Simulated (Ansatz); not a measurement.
Input for Ansatz (an electronic-structure program): R-CCSD(T)/cc-pV(T+d)Z on H2 (SMILES [H][H]). The basis file is the Basis Set Exchange's JSON of that set.

Ansatz 0.2 input:
```yaml
crystal:
  periodic: [false, false, false]
  atoms:
    - {symbol: H, position_ang: [0.00000000, -0.00000000, 0.38043305]}
    - {symbol: H, position_ang: [-0.00000000, 0.00000000, -0.38043305]}
basis:
  gaussian:
    orbitals: cc-pV_T+d_Z.json
magnetization: {spin_polarized: false}
correlation: {method: ccsd_t, electrons: outside_noble_gas}
scf: {lower_state_search: off}
```

Output:

```
WARN ansatz: RAYON_NUM_THREADS=4 ignored (pool sized by the plan → 4); use --threads N
Functional definition: HF
these checks for a lower state are left out or cut short: stability, starts, cluster_reference, orbital_swaps, neighbouring_geometries, increment
integrals: 0.00 GiB planned
145 factors; integrals over basis functions are off by at most 7.5e-4 eV
mean field: 0.04 GiB planned
mean field evaluation 1: about -30.7408 eV, gradient 3.6e0 eV
mean field evaluation 2: about -30.7389 eV, gradient 3.6e0 eV
mean field evaluation 4: about -30.8175 eV, gradient 5.9e-2 eV
mean field evaluation 8: about -30.8173 eV, gradient 1.7e-7 eV
mean field -30.81731439 eV, -1.1325154152 hartree, gradient 4.5e-7 eV, S^2 0.000000; 0 other end points of the search recorded, 0 dependent functions left out
reference -30.81731439 eV, -1.1325154152 hartree; 1, 1 occupied and 27, 27 virtual orbitals, 145 factors
second order -0.86414519 eV of doubles, -0.00000000 eV of singles
coupled cluster: 0.05 GiB planned
cycle   1  -1.01005784 eV  change   -1.5e-1 eV  update   2.6e-2
cycle   2  -1.07665147 eV  change   -6.7e-2 eV  update   9.4e-3
cycle   3  -1.07791111 eV  change   -1.3e-3 eV  update   1.2e-3
cycle   4  -1.07787306 eV  change    3.8e-5 eV  update   1.4e-4
cycle   5  -1.07782272 eV  change    5.0e-5 eV  update   1.7e-5
cycle   6  -1.07783024 eV  change   -7.5e-6 eV  update   2.8e-6
cycle   7  -1.07782967 eV  change    5.7e-7 eV  update   4.4e-7
perturbative correction 0.00000000 eV, 0.0000000000 hartree
Total energy: -31.89514407 eV, -1.1721249251 hartree
Checks for a lower state left out: stability, starts, cluster_reference, orbital_swaps, neighbouring_geometries, increment
```

Self-consistency was reached.

Cost: about 0.4 core-seconds (a rough figure).
